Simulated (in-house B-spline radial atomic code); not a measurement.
# TDHF excitations of Mg

Method: TDHF. Computed with an all-electron radial atomic-structure program (B-spline basis): linear response of the closed shell [Ne] 3s2 with bare exchange (time-dependent Hartree-Fock); non-relativistic, point nucleus, no spin-orbit coupling, no double excitations, S, P, D and F terms only.

Command:
```bash
python run_td.py task.json out
```
Settings (radii: box in bohr, nucleus in fm):
```
Z                        12
electrons                12
configuration            [Ne] 3s2
hamiltonian              nr
method                   hf
box_radius               15
wall_radius              15
intervals                49
```

Run time, properties included: 0.4 s on 1 thread of Arm Neoverse N1 (shared host).

Confined states, up to the first strongly mixed one, which can leave gaps near the end. Labels give the largest channel, * marks a mixed state, and oscillator strengths are full-response dipole values. Energies in eV:

```csv
state,full response,Tamm-Dancoff,oscillator strength
3s → 3p 3P,1.102,1.876,-
3s → 3p 1P,4.046,4.194,1.7
3s → 4s 3S,?,?,-
3s → 4s 1S,5.070,5.086,-
3s → 3d 3D,5.372,5.380,-
3s → 4p 3P,5.582,5.614,-
3s → 3d 1D,?,?,-
3s → 4p 1P,6.164,6.244,0.194
3s → 4f 3F,6.933,6.933,-
3s → 4f 1F,6.967,6.968,-
```

(1) Where does 3s → 4s 3S lie?

(2) Where does 3s → 3d 1D lie?

(3) How large is the singlet-triplet splitting of 3s → 3p (P terms) in Tamm-Dancoff?

(4) What polarisabilities and dispersion coefficient does the method give?

Answers

(1) At 4.411 eV in full response, 4.447 eV in Tamm-Dancoff.

(2) At 5.653 eV in full response, 5.657 eV in Tamm-Dancoff.

(3) 2.32 eV, from the unrounded values.

(4) Dipole 81.51 bohr³, quadrupole 923.7 bohr⁵, C6 765.6 hartree·bohr⁶ for two such species.
